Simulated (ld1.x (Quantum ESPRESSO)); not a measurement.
## Which change was made? (Ge, RRKJ)

```json
{
 "Element": "germanium",
 "Generator": "ld1.x (Quantum ESPRESSO) 7.5",
 "Type": "norm-conserving RRKJ (Kleinman–Bylander form)",
 "Functional": "PBE",
 "Relativity": "fully relativistic",
 "Frozen core": "[Ar]",
 "Valence charge": "14",
 "Reference configuration": "3d10 4s2 4p1.5 (charge +0.5)",
 "Partial waves": "4s (bound): rc 1.85 bohr; 4p (bound): rc 2.10 bohr; 3d (bound): rc 0.80 bohr",
 "Local potential": "all-electron potential smoothed inside 1.05 bohr (lloc = -1)",
 "Core correction": "a·sin(br)/r model core, default radius (core density twice the valence density)",
 "rho0": "0.01"
}
```

Open shells are filled in proportion to 2j + 1 (rel_dist='average').

Cutoffs, loose and tight: the cutoffs (Ry, on a coarse ladder) from which the occupation-weighted sum of valence levels, in a spherical-Bessel basis at the reference potential, stays within 10 and 1 mRy of its value at 400 Ry. They do not see the model core or the augmentation charge, which bear on the density cutoff. Test errors are all-electron minus pseudo excitation energies from the reference, over the configurations 3d10 4s2 4p2; 3d10 4s2 4p1; 3d10 4s2 4p0; 3d10 4s0 4p0; 3d10 4s1 4p2; 3d9 4s2 4p3; 3d10 4s1 4p0; variants that change the core or the reference have their own tests. The largest error is taken over the tests solved by every variant that gives reliable tests at all, those not shown here included: 3d10 4s0 4p0; 3d10 4s1 4p0; 3d10 4s1 4p2; 3d10 4s2 4p0; 3d10 4s2 4p1; 3d10 4s2 4p2.

The base gives: outcome: generated; cutoff, loose: 300 Ry; cutoff, tight: over 300 Ry; bound ghosts: s; largest test error (meV): -39.

Question: After one change the result is: outcome: generated; bound ghosts: not determined; largest test error (meV): +99. Which change was it?
A. local potential the d channel
B. reference 3d10 4s2 4p0
C. type PAW; waves now 4s (bound): rcut 1.60, rcutus 1.85 bohr; 4s channel at -0.55 Ry: rcut 1.60, rcutus 1.85 bohr; 4p (bound): rcut 1.85, rcutus 2.10 bohr; 4p channel at 0.05 Ry: rcut 1.85, rcutus 2.10 bohr; 3d (bound): rcut 0.70, rcutus 0.80 bohr; 3d channel at 0.35 Ry: rcut 0.70, rcutus 0.80 bohr; local potential all-electron potential smoothed inside 1.10 bohr (lloc = -2); augmentation BESSEL, radius 0.75 bohr; rho0 0
D. local potential all-electron potential smoothed inside 1.82 bohr (lloc = -1)

Answer: C. The others give: local potential the d channel → outcome: generated, misses its reference levels by 0.35 eV; cutoff, loose: over 300 Ry; cutoff, tight: over 300 Ry; bound ghosts: s, p3/2, p1/2; largest test error (meV): -41 | reference 3d10 4s2 4p0 → outcome: generated; cutoff, loose: 300 Ry; cutoff, tight: over 300 Ry; bound ghosts: s; largest test error (meV): -843 | local potential all-electron potential smoothed inside 1.82 bohr (lloc = -1) → outcome: generated; cutoff, loose: 300 Ry; cutoff, tight: over 300 Ry; bound ghosts: none; largest test error (meV): -42.
